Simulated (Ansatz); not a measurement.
Mulliken charges of `B[N]1[SiH2][S][Zn]1` from PBE/def2-TZVPP in Ansatz (PBE0-D4/def2-TZVP geometry).

| atom | x (Å) | y (Å) | z (Å) | charge (e) |
| --- | --- | --- | --- | --- |
| B1 | -0.139 | 1.702 | -0.212 | -0.116 |
| N2 | -0.075 | 0.342 | -0.505 | 0.011 |
| Si3 | 0.132 | -1.004 | 0.616 | 0.408 |
| S4 | 0.112 | -2.705 | -0.732 | -0.339 |
| Zn5 | -0.136 | -0.884 | -1.945 | 0.184 |
| H6 | -0.050 | 2.075 | 0.932 | -0.012 |
| H7 | -0.284 | 2.514 | -1.086 | -0.021 |
| H8 | 1.425 | -0.938 | 1.343 | -0.058 |
| H9 | -0.985 | -1.103 | 1.589 | -0.058 |

Question: By hand: the dipole of these point charges (1 e Å = 4.8032 D).

Answer: Σ q r = (-0.013, 0.192, 0.002) e Å, of length 0.192 e Å = 0.92 D.

Question: How does the dipole of the full density compare? (Estimate.)

Answer: Computed: (-0.058, 0.014, -0.568) e Å, 2.74 D; the point charges give 0.34 times that, at 89° from its direction.

Point charges leave out the atoms' own dipoles, such as those of lone pairs, and Mulliken's split depends on the basis, so the two needn't agree.
